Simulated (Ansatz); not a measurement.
`O=[C](S)[AlH][OH]` and `O=C(S)[NH][GeH3]` differ in one atom or group.

Ansatz, PBE0-D4/def2-TZVP geometries, multiplicity 1. Each molecule was computed in one conformer, which needn't be the lowest.

Scalar relativity is left out up to krypton.

```tsv
property	`O=[C](S)[AlH][OH]`
ideal-gas entropy at 298 K and 1 bar (rigid rotor, harmonic PBE0-D4/def2-TZVP) / J/(mol·K)	359
LUMO energy (ωB97M-V/def2-TZVPP) / eV	-0.12
HOMO–LUMO gap (PBE/def2-TZVPP) / eV	2.74
zero-point energy (PBE0-D4/def2-TZVP) / kJ/mol	101.2
size of the dipole moment (B3LYP/def2-TZVPP) / D	2.61
size of the dipole moment (ωB97M-V/def2-TZVPP) / D	2.64
```

(1) Give the same properties after the change, and the shifts. (Estimate.)

## Answers

(1) The calculation gave: 
| property | `O=C(S)[NH][GeH3]` | shift |
| --- | --- | --- |
| ideal-gas entropy at 298 K and 1 bar (rigid rotor, harmonic PBE0-D4/def2-TZVP) / J/(mol·K) | 359 | 0 |
| LUMO energy (ωB97M-V/def2-TZVPP) / eV | 1.69 | 1.81 |
| HOMO–LUMO gap (PBE/def2-TZVPP) / eV | 5.35 | 2.61 |
| zero-point energy (PBE0-D4/def2-TZVP) / kJ/mol | 155.9 | 54.7 |
| size of the dipole moment (B3LYP/def2-TZVPP) / D | 2.45 | -0.16 |
| size of the dipole moment (ωB97M-V/def2-TZVPP) / D | 2.46 | -0.18 |

With PBE0 the HOMO falls by 0.70 eV and the LUMO rises by 1.96 eV, so the gap widens by about 2.66 eV. PBE moves the HOMO by -0.73 eV and ωB97M-V by -0.76 eV. The zero-point energy changes by 54.7 kJ/mol with +6 modes. Dipoles are sizes alone; their direction can turn. Modes under 60 cm⁻¹, often nearly free rotors, make the harmonic entropy too high.

B3LYP here is the variant with VWN-RPA as its local correlation; programs differ in this.
